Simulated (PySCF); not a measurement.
NICS in isomers of C7H9ClOSi.

NICS is the negative of the GIAO shielding at a point without a nucleus: at the ring centre (0) and 1 Å above and below it (1); zz is the component along the ring normal. Level: GIAO PBE0/pcSseg-1 (PySCF, non-relativistic, gas phase) on the GFN2-xTB geometries, one conformer each. Atom numbers follow the mapped SMILES.

Question: Order these rings by mean NICS(1)zz, lowest (most negative) first (ppm).
A. ring C2–C3–C4–C5–C8 in `[CH3:1][C:2]1=[CH:3][CH:4]=[C:5]([O:6][SiH3:7])/[C:8]1=[CH:9]/[Cl:10]`
B. ring C4–C5–C6–C7–C8–C10 in `[CH3:1][O:2][SiH2:3][c:4]1[cH:5][cH:6][cH:7][c:8]([Cl:9])[cH:10]1`
C. ring C2–C3–C4–C9–Si10 in `[O:1]=[C:2]1[CH:3]=[C:4]([CH2:5]/[CH:6]=[CH:7]\[Cl:8])[CH2:9][SiH2:10]1`
D. ring C3–C4–C5–C6–C7–C8 in `[SiH3:1][O:2][C:3]1=[CH:4][CH2:5][CH:6]=[CH:7]/[C:8]1=[CH:9]\[Cl:10]`

Answer: B (-27.3), C (-1.5), D (1.2), A (3.5).

```
                   SMILES                                                      ring  NICS(0)  NICS(1)  NICS(1)zz   HOMA  rms pucker (Å)  ring atoms with four or more neighbours
     CO[SiH2]c1cccc(Cl)c1          6-membered carbocycle; formal bonds all aromatic     -8.5    -11.1      -27.3   1.00            0.00                                        0
O=C1C=C(C/C=C\Cl)C[SiH2]1  5-membered ring with Si; formal bonds 1 double, 4 single      2.9     -2.1       -1.5      –            0.01                                        2
  [SiH3]OC1=CCC=C/C1=C\Cl    6-membered carbocycle; formal bonds 2 double, 4 single      0.7     -2.0        1.2      –            0.01                                        1
CC1=CC=C(O[SiH3])/C1=C/Cl    5-membered carbocycle; formal bonds 2 double, 3 single      0.7     -1.7        3.5  -0.10            0.00                                        0
```

NICS(0) gives another order. The isotropic NICS(1) gives the same order. HOMA uses Krygowski's 1993 parameters; it is left out where a ring has a four-coordinate atom, a triple bond, no multiple bond or a kind of bond without parameters. NICS(1) and NICS(1)zz are means over the two faces.
